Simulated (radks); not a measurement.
All-electron atom: B V in 1s1. All-electron calculation, scalar-relativistic Kohn-Sham, revPBE, spin-polarised, spherical densities, point nucleus; open shells are filled with parallel spins first. Program: a radial shooting solver on a logarithmic mesh with Libxc functionals.

Normalised radial functions P(r) = r R(r), r in bohr:

```
   r/bohr * 1s up (the largest magnitude, 1.64, reaches the edge; | marks zero)
  0.01465 |         *
  0.01706 |           *
  0.01986 |             *
  0.02312 |               *
  0.02691 |                 *
  0.03133 |                   *
  0.03648 |                      *
  0.04246 |                         *
  0.04943 |                            *
  0.05755 |                               *
    0.067 |                                   *
  0.07737 |                                      *
  0.09007 |                                          *
   0.1049 |                                              *
   0.1221 |                                                 *
   0.1421 |                                                   *
   0.1654 |                                                     *
   0.1926 |                                                      *
   0.2242 |                                                      *
    0.261 |                                                    *
   0.3039 |                                                 *
   0.3538 |                                            *
   0.4118 |                                      *
   0.4756 |                                *
   0.5537 |                         *
   0.6446 |                  *
   0.7504 |            *
   0.8736 |        *
    1.017 |    *
    1.184 |  *
```

1s up: eigenvalue -308.98 eV, 0 radial nodes, <r> = 0.301 bohr, 90 % of the charge inside 0.536 bohr.
